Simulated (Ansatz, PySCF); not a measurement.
Gas-phase reaction in SMILES: ClC(Cl)=C(Cl)Cl + 6 [H][H] (H2) → 2 C (CH4) + 4 Cl (HCl)
Geometries: B3LYP-D3(BJ)/def2-TZVP minima from Ansatz (a quantum-chemistry and plane-wave program). Unstable Hartree-Fock reference: ClC(Cl)=C(Cl)Cl.

Quantity: energy of full hydrogenation (enthalpy at 298 K, with B3LYP-D3(BJ) rigid-rotor harmonic-oscillator terms from PySCF), in eV. Valence correlation only, unless marked. No spin-orbit coupling. No relativistic terms. CBS(X,Y): correlation extrapolated as X^-3; Hartree-Fock from the larger set. [CCSD(T)-MP2]/basis is that difference in the basis named.

```csv
level,program,energy of full hydrogenation (eV)
PBE/def2-TZVPD,Ansatz,-4.94
revPBE/def2-TZVPD,Ansatz,-4.93
B2GP-PLYP-D4/def2-TZVPD,Ansatz + dftd4,-5.13
PBE-QIDH/def2-TZVPD,Ansatz,-5.35
MP2/STO-3G,Ansatz,-3.70
MP2/6-31G,Ansatz,-4.94
RI-MP2/cc-pV(Q+d)Z,Ansatz,-4.99
CCSD/6-31G,Ansatz,-4.97
CCSD/cc-pV(T+d)Z,Ansatz,-5.76
"RI-MP2/CBS(cc-pV(T+d)Z,cc-pV(Q+d)Z)+[CCSD(T)-MP2]/cc-pV(T+d)Z",Ansatz,-5.24
```
